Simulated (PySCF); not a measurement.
**Structure revision by computed shifts**

A compound C$_{4}$H$_{12}$ClNSi$_{3}$ gives the data below (simulated from a calculation) and was assigned the structure `C=C/C([SiH2][SiH2]N)=C(/[SiH3])Cl`.

¹³C{¹H} NMR (computed): δ 165.5 (C), 148.6 (C), 148.4 (CH), 125.7 (CH2).

¹H NMR (600 MHz, computed): δ 6.80 (m, 1H), 5.46 (m, 1H), 5.19 (m, 1H), 5.01 (t, 2H), 4.45 (s, 3H), 4.29 (t, 2H), -0.20 (br s, 2H).

No solvent model, one conformer, non-relativistic, equivalent nuclei averaged. σ from GIAO-PBE0/pcSseg-1; GFN2-xTB structure; PySCF.

Shifts are taken against calculated references (same method and geometry level): TMS for ¹H and ¹³C.

(1) Compare with the shifts computed for the proposed structure, pairing carbons in order of shift.

(2) Which isomer fits?

Results:

(1) Structure with atom numbers: `[CH2:1]=[CH:2]/[C:3]([SiH2:4][SiH2:5][NH2:6])=[C:7](/[SiH3:8])[Cl:9]`; H(Xn) means a hydrogen on atom n.

```json
{"atom": "C3", "computed for proposal": "151.4", "given list": "165.5", "difference": "-14.1"}
{"atom": "C7", "computed for proposal": "148.1", "given list": "148.6", "difference": "-0.5"}
{"atom": "C2", "computed for proposal": "146.7", "given list": "148.4", "difference": "-1.7"}
{"atom": "C1", "computed for proposal": "127.3", "given list": "125.7", "difference": "+1.6"}
```

The rms difference is 7.2 ppm and the largest -14.1 ppm at C3 (fully substituted alkene carbon). The proposal doesn't fit.

(2) SMILES C=C/C([SiH2][SiH2]N)=C(\[SiH3])Cl.

1. Carbon types of the structure: 2 × C, 1 × CH, 1 × CH2, leaving 9 H on heteroatoms.
2. δC 165.5, 148.6: fully substituted alkene carbon.
3. δC 148.4: alkene CH; the olefinic region.
4. δC 125.7: terminal =CH2 carbon; the olefinic region.
5. δH 5.46, 5.19: hydrogen on a terminal =CH2 carbon; olefinic region.

The data come from this structure; uniqueness wasn't tested.

OH/NH shifts are gas-phase values; hydrogen bonding in solution moves them, usually downfield. Carbons that carry Cl, above all several Cl atoms, come out too deshielded, partly because spin–orbit coupling is missing. Shifts are as computed. Against solution values, carbons near 30 ppm lie about +3 ppm off and those near 130 ppm about +5 ppm; carbons on Cl a further +6 ppm. Of 1309 compounds with measured shifts, 239 miss one by over three times the rms of a fit or turn the order of signals round; such compounds aren't used in these exercises. Multiplicities follow the n + 1 count of equivalent neighbours, as no J values were calculated; m marks all less simple cases, F and P coupling included.
